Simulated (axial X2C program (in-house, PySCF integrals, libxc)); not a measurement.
Nuclear properties of FHfF

Calculated with an in-house all-electron X2C program for linear molecules (integrals from PySCF): two-component X2C with atomic mean-field Coulomb and Gaunt terms, Gaussian nuclei, basis F dyall-av3z, Hf dyall-v3z with contracted cores.

F–Hf–F held linear, with bonds 1.924 and 1.924 Å (a rough geometry, not the PBE0 minimum).

Input and command:
```json
{"zs": [9, 72, 9], "q": 0, "bas": ["dyall-av3z", "dyall-v3z", "dyall-av3z"], "r0": [2.16, 2.16], "symm": 1, "scan": ["PBE0", "HF", "TPSSh"], "levels": ["PBE0", "HF", "PBE"], "nst": 2}
```
```bash
python solin.py task.json out
```

Keys: zs atomic numbers; q charge; bas basis sets; r0 starting distance in Å; symm equal bonds; scan levels of the two-bond scan; levels methods; nst determinants followed.

Determinant lowest in the PBE0 search, Ω = 0 (closed shell), highest spinor 49% Hf s, 28% Hf d, 13% F p:

```csv
level,qzz F (a.u.),qzz Hf (a.u.)
PBE0,-0.15,-13.96
HF,-0.10,-16.30
PBE,-0.21,-13.25
```

Determinant 0.21 eV from it at PBE0 and this distance, Ω = 1 (⟨Sz⟩ = -1.00, ⟨Lz⟩ = 2.00 at PBE0), spin on the atoms F 0.01, Hf -1.02, F 0.01:

| level | A∥/gI F (MHz) | qzz F (a.u.) | A∥/gI Hf (MHz) | qzz Hf (a.u.) |
| --- | --- | --- | --- | --- |
| PBE0 | -11.6 | -0.18 | -4770 | -10.33 |
| HF | -5.63 | -0.16 | -4650 | -11.94 |
| PBE | -12.9 | -0.22 | -4700 | -9.89 |

A∥ (defined per Ω) follows by multiplying with gI = μI/(I μN); qzz is the electric field gradient, eQq0 = 234.96 MHz × Q/barn × qzz. The operators were transformed with the bare-nucleus X2C matrices; with these basis sets, hyperfine constants and field gradients can be off by tens of per cent, and where levels differ in sign neither size nor sign is settled.

Task: With Q(177Hf) = 3.365 barn (Q from Pyykkö, Mol. Phys. 2018), turn the PBE0 values of the first state into constants in MHz.

Result: eQq0(177Hf) = 234.96 × (3.365) × (-13.96) = -11000 MHz.

The molecule was held linear; bending was not examined, so a bent shape may lie lower.

Each state is one determinant with collinear spin, which with several unpaired electrons need not be a pure state. Unrestricted Hartree–Fock can overshoot spin polarisation at the nuclei. With several open shells hyperfine constants can be off by a factor of several. Open-shell Ω = 0 determinants with evenly filled partner blocks cannot be reached by this program, so the Ω shown need not be the lowest component. At HF a later determinant lies lower. States lie within half an eV, so the first need not be the ground state. Where a field gradient or hyperfine factor spreads by more than a factor of two over the levels, a constant derived from it is not to be relied on. PBE0 term energies can be off by some tenths of an eV.
